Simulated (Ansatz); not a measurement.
Basis sets compared for the cluster Ga₂N₂. Charge 0, multiplicity 1. Geometry PBE-D4/def2-SVP. Ansatz on 2 threads of Arm Neoverse V1 on a shared host; times are rough, and most runs start from earlier orbitals.

```tsv
atom	x (Å)	y (Å)	z (Å)
Ga1	1.541	-0.788	-0.947
Ga2	-1.200	0.579	-1.043
N3	0.288	-0.131	0.714
N4	-0.629	0.341	1.276
```

The 6-31G sets use Cartesian d functions. B3LYP takes the VWN-RPA correlation. At PBE0-D4/def2-TZVP a triplet of charge 0 lies 0.17 eV below the restricted singlet, each at its own geometry. The structure comes from a short search, and lower isomers may exist.

```csv
level,functions,energy (Eh),HOMO (eV),LUMO (eV),wall time
PBE-D4/def2-SVP,92,-3957.9313,-3.87,-3.29,1.2 s
PBE-D4/def2-TZVP,158,-3958.5520,-3.87,-3.30,1.9 s
B3LYP-D4/6-31G,76,-3958.5703,-4.38,-2.62,1.8 s
B3LYP-D4/def2-TZVP,158,-3959.3474,-4.43,-2.66,3.4 s
PBE0-D4/def2-SVP,92,-3957.9824,-4.61,-2.47,1.9 s
PBE0-D4/def2-TZVP (with forces),158,-3958.6028,-4.60,-2.47,4.3 s
```

Q: Estimate the rows for PBE-D4/def2-TZVPD, PBE0-D4/def2-TZVPD.

A: 
| level | functions | energy (Eh) | HOMO (eV) | LUMO (eV) | wall time |
| --- | --- | --- | --- | --- | --- |
| PBE-D4/def2-TZVPD | 182 | -3958.5534 | -3.89 | -3.32 | 3 s |
| PBE0-D4/def2-TZVPD | 182 | -3958.6041 | -4.61 | -2.48 | 4.9 s |
